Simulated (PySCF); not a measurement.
C₇H₆FS (doublet state).
Numbering: `[H]/[C:1]=[CH:2]\[C:3]#[C:4][C:5]1([F:6])[CH2:7][S:8][CH2:9]1` (hydrogens: H10 on C1; H11 on C2; H12, H13 on C7; H14, H15 on C9)

The calculation used UKS B3LYP, pcH-1 on C F H S, non-relativistic, mean-field spin-orbit, GIAO in PySCF 2.14.0. The structure is a single GFN2-xTB conformer in the gas phase; no vibrational or solvent corrections. Couplings are sensitive to structure, and on GFN2-xTB geometries they can be far from those on DFT ones. No stability test was run, so a lower SCF solution isn't excluded.

Problem. Give the principal g shifts and their parts.

Solution. 
```
                    Δg (ppm)     1     2     3
relativistic mass correction  -151  -151  -151
            gauge correction    34     8   -85
   orbital Zeeman/spin–orbit  -459    18   654
                       total  -576  -124   418
```

So g = 2.00174, 2.00220, 2.00274 and g_iso = 2.00223; the tensor is rhombic: the two nearest values differ by 45 % of g3 − g1. Axes: g1 points within 4° of the C1–H10 bond and g2 points within 4° of the C2–C3 bond.

Problem. What effective moment and Curie constant follow for a powder?

Solution. With the mean of g² = 4.0089 and S(S+1) = 0.75: μ_eff = √(⟨g²⟩S(S+1)) = 1.734 μB and χT = 0.12505·⟨g²⟩·S(S+1) = 0.376 cm³ K/mol (cgs; spin-Hamiltonian part alone).

Problem. What are the electron Larmor frequencies g μB B/h along the three axes at 350 mT?

Solution. 9.8059, 9.8081, 9.8108 GHz for g1, g2 and g3, a range of 4.9 MHz.

Problem. How much does each term add to the isotropic shift?

Solution. The mass correction -151, the orbital-Zeeman/spin–orbit term 71 and the gauge correction -14 ppm, for a total of -94 ppm. The mass correction is the largest in size. The mass correction is the same along every axis, so the anisotropy comes from the other two: their spans along these axes are 119 (gauge) and 1113 ppm (orbital Zeeman/spin–orbit).

Problem. In a frozen sample, at which fields do the three g values resonate at 9.5, 34, 94 and 263 GHz (hyperfine left aside), and which band first spreads them over more than twice a line width of 0.5 mT?

Solution. 
| band | GHz | B(g3) mT | B(g2) mT | B(g1) mT | spread mT |
| --- | --- | --- | --- | --- | --- |
| X | 9.5 | 338.91 | 339.00 | 339.08 | 0.17 |
| Q | 34.0 | 1212.95 | 1213.28 | 1213.55 | 0.60 |
| W | 94.0 | 3353.45 | 3354.36 | 3355.12 | 1.67 |
| J | 263.0 | 9382.53 | 9385.07 | 9387.19 | 4.66 |

The spread grows in proportion to the frequency. W band is the first where it exceeds 1.0 mT.

Largest spin populations (Mulliken): C1 (+1.08), C2 (-0.16) and C3 (+0.07). No atom but C1 exceeds +0.15.

The HOMO–LUMO gaps are 5.00 eV among the α and 3.63 eV among the β orbitals.
